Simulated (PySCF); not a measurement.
TeHBr, SMILES [TeH]Br. Atoms are numbered in the order given.

```xyz
3

Te     0.0329     1.0014     0.0000
H     -1.6273     1.1336     0.0000
Br    -0.0024    -1.5202     0.0000
```
Charge 0, spin multiplicity 1.

Geometry optimised at B3LYP-D3(BJ)/def2-TZVP. The def2 effective core potentials stand for the cores of Te; spin–orbit coupling is left out.

Computed with B3LYP-D3(BJ)/def2-TZVP (PySCF 2.14.0).

Frequencies are harmonic and unscaled.

Task: Estimate the vibrational spectrum. (Estimate from the structure and the level; the computed values follow.)

Result: 
| mode | ν (cm⁻¹) | IR (km/mol) | moving atoms (share of kinetic energy) |
|---|---|---|---|
| 1 | 250 | 8.1 | Br 62 %, Te 38 % |
| 2 | 626 | 6.6 | H 99 % |
| 3 | 2108 | 36.3 | H 99 % |
